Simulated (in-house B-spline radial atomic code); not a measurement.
## B97-1 excitations of Mg8+

Method: B97-1. Computed with an all-electron radial atomic-structure program (B-spline basis): linear response of the closed shell [He] 2s2 with the functional's adiabatic kernel; non-relativistic, point nucleus, no spin-orbit coupling, no double excitations, S, P, D and F terms only.

Command:
```bash
python run_td.py task.json out
```
Settings (radii: box in bohr, nucleus in fm):
```
Z                        12
electrons                4
configuration            [He] 2s2
hamiltonian              nr
method                   b97_1
box_radius               11.59
intervals                48
```

Cost of the run: 0.1 s on 1 thread of Intel(R) Xeon(R) Platinum 8488C (Sapphire Rapids), with other jobs on the host.

The lowest states, in the order of their Tamm-Dancoff energies; the method's threshold (minus the highest occupied level) is 312.42 eV. Labels give the largest channel, * marks a mixed state, and oscillator strengths are full-response dipole values. Semilocal kernels can invert the small singlet-triplet splittings of Rydberg terms. Energies in eV:

| state | full response | Tamm-Dancoff | oscillator strength |
| --- | --- | --- | --- |
| 2s → 2p 3P | 13.997 | 15.805 | - |
| 2s → 2p 1P | ? | ? | ? |
| 2s → 3s 3S | 186.40 | 186.42 | - |
| 2s → 3s 1S | 189.88 | 189.91 | - |
| 2s → 3p 3P | 193.40 | 193.42 | - |
| 2s → 3p 1P | 194.30 | 194.30 | 0.561 |
| 2s → 3d 3D | 197.51 | 197.56 | - |
| 2s → 3d 1D | ? | ? | - |
| 2s → 4s 3S | 246.23 | 246.24 | - |
| 2s → 4s 1S | 247.26 | 247.27 | - |

Where does 2s → 3d 1D lie?

At 199.65 eV in full response, 199.65 eV in Tamm-Dancoff.

Where does 2s → 2p 1P lie?

At 30.69 eV in full response, 32.02 eV in Tamm-Dancoff, oscillator strength 0.303.

How large is the singlet-triplet splitting of 2s → 2p (P terms) in Tamm-Dancoff?

16.2 eV, from the unrounded values.

What polarisabilities and dispersion coefficient does the method give?

Dipole 0.2552 bohr³, quadrupole 0.0263 bohr⁵, C6 0.06207 hartree·bohr⁶ for two such species.
